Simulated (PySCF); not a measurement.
## One molecule, a ladder of functionals, a line

Molecule: SMILES C(C#N)S[SiH3], C₂H₅NSSi.

Structure with atom numbers: `[N:1]#[C:2][CH2:3][S:4][SiH3:5]`; H(Xn) means a hydrogen on atom n.

GIAO shieldings (ppm, equivalent atoms averaged) in PySCF on the PBE0-D3(BJ)/def2-SVP geometry, basis pcSseg-2, gas phase, non-relativistic:

```csv
functional,exact exchange (%),σ(C3),σ(Si5)
BLYP,0,154.6,363.5
BP86,0,159.0,374.3
PBE,0,159.3,376.4
B3LYP,20,160.6,376.3
PBE0,25,166.1,391.7
mPW1PW91,25,165.4,389.9
HF,100,179.3,430.9
```

Question: Fit each shielding as a line in the percentage of exact exchange.

Answer: σ(C3) = 158.2 + 0.22 x (rms 2.0 ppm); σ(Si5) = 371.6 + 0.60 x (rms 5.2 ppm). The functionals also differ in their semilocal parts, which the line can't hold; Hartree–Fock has no correlation at all.

Question: What does the line predict for BHandHLYP (50 %), and what does the run give?

Answer: σ(C3): 169.2 predicted, 168.2 computed; σ(Si5): 401.6 predicted, 395.4 computed ppm.
